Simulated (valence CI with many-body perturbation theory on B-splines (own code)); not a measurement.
**E1 transitions of Sr25+**

Computed by relativistic CI+MBPT: three valence electrons over a frozen Dirac-Fock core [Ne], a basis of 11 s, 11 p, 10 d, 8 f, 5 g, 2 h functions for each j, with the one-electron correlation potential Σ1 (screened to all orders), the two-electron term Σ2, the three-electron term Σ3, Breit, model QED; selected single and double excitations, second order for the rest, scaled by the run's own slope (own B-spline code, finite nucleus).

No measured spectrum was set against this ion. As an estimate, levels of excited configurations hold to 0.05 to 0.15 % of their energy, terms of the ground configuration to about 0.5 %.

Lines 101 to 150 of 580 in falling wavelength, among levels below 601.23 eV, chosen from the strongest by gf and those to the six lowest levels. Wavelengths and rates use the calculated energies, so an error of 600 cm⁻¹ moves a line at 157.1 Å by 0.094 % and its rate by three times that or more. Electric multipoles are in the length gauge, E1 and E2 with the static RPA response of the core. Weak lines are less certain than strong ones. Lines between different terms over intervals too small for the method are left out, as are lines whose strength nearly cancels. Where a level lies close to another of its J and parity, the split of strength between their lines is uncertain. The highest levels of a list are the least certain.

Names give the largest LS component (configuration and term), which can be under half, so a name can repeat, a term be missing and a line seem to break the LS rules; names also repeat where a configuration has a term twice. Letters in brackets count levels of one name in rising energy.

```
λ vac (Å)                 Upper                 Lower   A (s⁻¹)  log gf  Branch %
    157.1    3p.3d2 4D°_7/2 [a]         3s.3d2 4F_9/2  5.69e+09   -0.77       6.1
    156.9    3p.3d2 2P°_1/2 [c]         3s.3d2 2S_1/2  2.77e+10   -0.69      13.0
    156.7    3p.3d2 2F°_7/2 [b]         3s.3d2 4F_5/2  4.47e+09   -0.88       4.6
    156.6     3p2.3d 2D_3/2 [c]  3s.3p.3d 2P°_3/2 [b]  9.62e+09   -0.85       6.3
    156.6     3p2.3d 2F_5/2 [a]      3s.3p.3d 4F°_5/2  7.56e+09   -0.78      26.7
    155.6    3p.3d2 2G°_7/2 [b]         3s.3d2 2F_5/2  4.90e+10    0.15      32.7
    155.5    3p.3d2 2P°_1/2 [c]         3s.3d2 2P_3/2  1.60e+10   -0.93       7.5
    155.5    3p.3d2 2D°_5/2 [b]     3p2.3d 2P_3/2 [b]  7.40e+09   -0.79       9.1
    155.0    3p.3d2 2F°_7/2 [d]         3s.3d2 2D_5/2  2.40e+10   -0.16      14.2
    154.9         3p2.3d 4D_7/2      3s.3p.3d 4D°_7/2  9.14e+09   -0.58      16.7
    154.5         3p2.3d 4F_7/2      3s.3p.3d 4F°_7/2  8.55e+09   -0.61      19.2
    154.2    3p.3d2 4D°_7/2 [a]     3p2.3d 2F_7/2 [b]  6.53e+09   -0.73       7.0
    154.0    3p.3d2 2G°_7/2 [a]     3p2.3d 2F_5/2 [b]  1.47e+10   -0.38      16.9
    154.0            3d3 2F_7/2    3p.3d2 2D°_5/2 [d]  3.33e+10   -0.02      24.7
    153.4         3s.3p2 2D_3/2        3s2.3p 2P°_1/2  1.29e+10   -0.74      97.0
    153.3    3p.3d2 4D°_7/2 [a]         3s.3d2 4F_7/2  4.45e+09   -0.90       4.7
    152.8    3p.3d2 2D°_5/2 [c]         3s.3d2 2D_3/2  1.08e+10   -0.64       6.5
    152.7     3p2.3d 2D_3/2 [c]  3s.3p.3d 2P°_1/2 [b]  1.54e+10   -0.67      10.1
    152.7           3d3 2H_11/2    3p.3d2 2G°_9/2 [b]  6.19e+10    0.41      65.6
    152.4    3p.3d2 2D°_5/2 [c]         3s.3d2 2D_5/2  1.20e+10   -0.60       7.2
    152.0    3p.3d2 2D°_5/2 [a]         3p2.3d 4P_3/2  5.81e+09   -0.92      10.5
    152.0    3p.3d2 2F°_7/2 [c]     3p2.3d 2D_5/2 [c]  1.25e+10   -0.46      11.9
    152.0            3d3 2F_5/2    3p.3d2 2D°_3/2 [d]  3.91e+10   -0.09      28.0
    151.8           3p3 2D°_5/2         3s.3p2 4P_5/2  1.71e+09   -1.45      18.8
    151.8    3p.3d2 2P°_3/2 [c]         3s.3d2 2S_1/2  1.51e+10   -0.68       7.2
    151.7            3d3 2G_7/2    3p.3d2 2D°_5/2 [c]  5.64e+09   -0.81       4.3
    151.3         3s.3d2 2D_5/2  3s.3p.3d 2P°_3/2 [c]  8.14e+09   -0.78       5.4
    151.1         3s.3d2 4F_7/2  3s.3p.3d 2F°_7/2 [a]  1.26e+10   -0.46      10.7
    150.5    3p.3d2 2P°_3/2 [c]         3s.3d2 2P_3/2  5.59e+10   -0.12      26.6
    150.3     3p2.3d 2F_5/2 [b]  3s.3p.3d 2D°_5/2 [a]  8.53e+09   -0.76       6.0
    150.2     3p2.3d 2F_7/2 [b]  3s.3p.3d 2F°_7/2 [a]  1.75e+10   -0.32      13.8
    149.5           3p3 4S°_3/2         3s.3p2 4P_5/2  1.96e+10   -0.58      35.5
    149.4            3d3 2H_9/2    3p.3d2 2F°_7/2 [d]  5.55e+10    0.27      47.3
    149.4     3p2.3d 2D_5/2 [a]      3s.3p.3d 2D°_3/2  2.14e+10   -0.37      18.4
    149.4        3p.3d2 4S°_3/2         3s.3d2 4P_3/2  1.19e+10   -0.80       5.8
    149.3         3p2.3d 2G_9/2      3s.3p.3d 4D°_7/2  4.98e+09   -0.78      12.9
    149.1        3p.3d2 4D°_5/2         3s.3d2 4F_5/2  1.43e+10   -0.54      10.1
    149.1    3p.3d2 2D°_5/2 [d]         3s.3d2 2F_7/2  2.60e+10   -0.28      14.9
    149.0        3p.3d2 4G°_7/2         3p2.3d 4D_5/2  4.87e+09   -0.89      14.1
    149.0    3p.3d2 2D°_3/2 [d]         3s.3d2 2F_5/2  1.26e+10   -0.78       6.3
    148.9    3p.3d2 2G°_9/2 [a]         3s.3d2 4F_9/2  6.29e+09   -0.68       7.7
    148.8    3p.3d2 2P°_3/2 [a]         3s.3d2 4F_3/2  1.21e+10   -0.79       7.0
    148.7         3s.3d2 2D_5/2  3s.3p.3d 2P°_3/2 [b]  1.60e+10   -0.50      10.6
    148.4         3p2.3d 4F_9/2      3s.3p.3d 4F°_7/2  1.02e+10   -0.47      28.7
    148.2        3p.3d2 4S°_3/2         3s.3d2 4P_1/2  1.69e+10   -0.65       8.2
    148.0  3s.3p.3d 2F°_7/2 [b]         3s2.3d 2D_5/2  6.62e+10    0.24      62.6
    147.6    3p.3d2 2G°_7/2 [a]     3p2.3d 2D_5/2 [a]  1.07e+10   -0.55      12.2
    147.4    3p.3d2 4D°_7/2 [b]         3s.3d2 4F_7/2  4.52e+09   -0.93       3.1
    147.3     3p2.3d 2D_5/2 [c]  3s.3p.3d 2F°_7/2 [b]  2.02e+10   -0.40      13.1
    147.3    3p.3d2 2G°_9/2 [b]         3s.3d2 2G_9/2  1.63e+10   -0.28      10.4
```
